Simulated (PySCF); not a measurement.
# Calculated NMR parameters of CC(C)/C=C/[SiH2][SiH3]

```
Formula                               : C5H14Si2
SMILES                                : CC(C)/C=C/[SiH2][SiH3]
InChI                                 : InChI=1S/C5H14Si2/c1-5(2)3-4-7-6/h3-5H,7H2,1-2,6H3/b4-3+
Point group of the computed structure : C1
Degrees of unsaturation               : 1
Carbon signals                        : 4
Proton signals                        : 6
```

Molfile (atoms numbered from 1):
```
C5H14Si2
     RDKit          3D

 21 20  0  0  0  0  0  0  0  0999 V2000
   -1.8471    0.9914   -1.5566 C   0  0  0  0  0  0  0  0  0  0  0  0
   -1.7117    0.4919   -0.1162 C   0  0  0  0  0  0  0  0  0  0  0  0
   -2.9322   -0.3464    0.2716 C   0  0  0  0  0  0  0  0  0  0  0  0
   -0.4640   -0.3277    0.0254 C   0  0  0  0  0  0  0  0  0  0  0  0
    0.5451   -0.0561    0.8418 C   0  0  0  0  0  0  0  0  0  0  0  0
    2.1214   -1.0669    0.9983 Si  0  0  0  0  0  4  0  0  0  0  0  0
    3.9308    0.1333    0.2053 Si  0  0  0  0  0  4  0  0  0  0  0  0
   -1.9241    0.1497   -2.2420 H   0  0  0  0  0  0  0  0  0  0  0  0
   -2.7395    1.6046   -1.6628 H   0  0  0  0  0  0  0  0  0  0  0  0
   -0.9812    1.5877   -1.8373 H   0  0  0  0  0  0  0  0  0  0  0  0
   -1.6494    1.3570    0.5538 H   0  0  0  0  0  0  0  0  0  0  0  0
   -3.8399    0.2488    0.1965 H   0  0  0  0  0  0  0  0  0  0  0  0
   -3.0273   -1.2050   -0.3902 H   0  0  0  0  0  0  0  0  0  0  0  0
   -2.8366   -0.7082    1.2933 H   0  0  0  0  0  0  0  0  0  0  0  0
   -0.4232   -1.2061   -0.6070 H   0  0  0  0  0  0  0  0  0  0  0  0
    0.4682    0.8333    1.4592 H   0  0  0  0  0  0  0  0  0  0  0  0
    1.9156   -2.3385    0.2898 H   0  0  0  0  0  0  0  0  0  0  0  0
    2.2699   -1.4115    2.4222 H   0  0  0  0  0  0  0  0  0  0  0  0
    5.1981   -0.5841    0.3729 H   0  0  0  0  0  0  0  0  0  0  0  0
    4.0955    1.4146    0.8999 H   0  0  0  0  0  0  0  0  0  0  0  0
    3.8225    0.4551   -1.2214 H   0  0  0  0  0  0  0  0  0  0  0  0
  1  2  1  0
  2  3  1  0
  2  4  1  0
  4  5  2  0
  5  6  1  0
  6  7  1  0
  1  8  1  0
  1  9  1  0
  1 10  1  0
  2 11  1  0
  3 12  1  0
  3 13  1  0
  3 14  1  0
  4 15  1  0
  5 16  1  0
  6 17  1  0
  6 18  1  0
  7 19  1  0
  7 20  1  0
  7 21  1  0
M  END
```

[PySCF: NMR shieldings at PBE0/pcSseg-1/GIAO; geometry: GFN2-xTB; one computed conformer; isolated molecule; non-relativistic; equivalent nuclei averaged]

Chemical shifts δ = σref − σ; 1H (σref 31.72) and 13C (σref 186.93) and 29Si (σref 349.16) against TMS, all at this level.

| carbon | δC, type | δH (multiplicity) | HMBC from (2–3 bonds) | span of the C tensor (ppm) |
| --- | --- | --- | --- | --- |
| C1/C3 | 24.9, CH3 | 1.05 (d) | H15, H11, H8/H9/H10/H12/H13/H14 | 38 |
| C2 | 43.7, CH | 2.20 (m) | H15, H16, H8/H9/H10/H12/H13/H14 | 30 |
| C4 | 168.7, CH | 6.34 (m) | H16, H17/H18, H11, H8/H9/H10/H12/H13/H14 | 245 |
| C5 | 123.1, CH | 5.78 (m) | H15, H17/H18, H19/H20/H21, H11 | 201 |

Other nuclei:
```tsv
atoms	nucleus	environment	δ (ppm)	σ (ppm)
H17/H18	1H	hydrogen on a silicon bonded to C, Si	4.28	27.44
H19/H20/H21	1H	hydrogen on a silicon bonded to Si	3.39	28.33
Si6	29Si	silicon bonded to C, Si, 2 H	-76.1	425.3
Si7	29Si	silicon bonded to Si, 3 H	-118.6	467.7
```

- Carbon types of the structure: 3 × CH, 2 × CH3, leaving 5 H on heteroatoms.
- δC 168.7, 123.1: alkene CH.
- δC 43.7: allylic sp3 CH; saturated and bonded to C and H only.
- δC 24.9: methyl carbon; a saturated carbon with 1 carbon neighbour and no heteroatom attached.
- δH 6.34, 5.78: hydrogen on an alkene CH; a vinylic proton, deshielded by the sp2 carbon and the C=C anisotropy.
- δH 2.20: hydrogen on an allylic sp3 CH; allylic position.

Shifts are as computed. Against solution values, carbons near 30 ppm lie about +3 ppm off and those near 130 ppm about +5 ppm. Of 1211 compounds with measured shifts, 218 miss one by over three times the rms of a fit or turn the order of signals round; such compounds aren't used in these exercises. Multiplicities follow the n + 1 count of equivalent neighbours, as no J values were calculated; m marks all less simple cases, F and P coupling included.
